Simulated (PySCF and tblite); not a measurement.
The numbers below are computed, except where a source is named.
C₇H₁₁F, numbered as in [CH3:1][C@:2]1([CH2:3][F:4])[C@@H:5]2[CH2:6][CH2:7][C@H:8]12.

Conformers came from 60 starts (ETKDG, MMFF94s, GFN2-xTB); geometries are GFN2-xTB. Free energies are PBE0-D3(BJ)/def2-SVP (IEF-PCM, dichloromethane) single points with GFN2-xTB rigid-rotor and vibrational terms (modes under about 100 cm⁻¹ blended into free rotors). Symmetry numbers and mirror images are counted. Conformers within 3 kcal/mol (GFN2-xTB free energy) were kept, 10 at most. GIAO shieldings: WP04/pcSseg-1 (IEF-PCM, dichloromethane). Shifts are against TMS (¹H), TMS (¹³C) at the same level. Programs: PySCF with density fitting and tblite.

Torsions listed: C1–C2–C3–F4. The 4-ring runs over atoms 5–6–7–8. Of a mirror pair one member is shown.

```json
{"conformer": "1", "shape": "4-ring flat; -67°", "symmetry": "C1 (pair)", "E(GFN2) kcal/mol": "0.00", "E(DFT) kcal/mol": "0.00"}
{"conformer": "2", "shape": "4-ring flat; 180°", "symmetry": "Cs", "E(GFN2) kcal/mol": "0.49", "E(DFT) kcal/mol": "0.63"}
```

How much do the weights at 298.15 K and the averaged shift of H3 depend on how the conformers are weighted?


```tsv
weighting	1 (%)	2 (%)	δ (ppm)	rms dipole (D)
DFT energy with thermal terms, symmetry and mirror images (full scheme)	83	17	4.44	2.10
DFT energy with symmetry and mirror images	85	15	4.43	2.11
bare DFT energy	74	26	4.48	2.07
GFN2-xTB energy with symmetry and mirror images	82	18	4.44	2.10
GFN2-xTB free energy	80	20	4.45	2.09
leading conformer alone	100	0	4.35	2.16
equal weights	50	50	4.60	1.99
```

The largest departure from the full scheme, 0.16 ppm, comes with: equal weights.

GFN2-xTB leaves a saturated small ring flat here that puckers in reality.
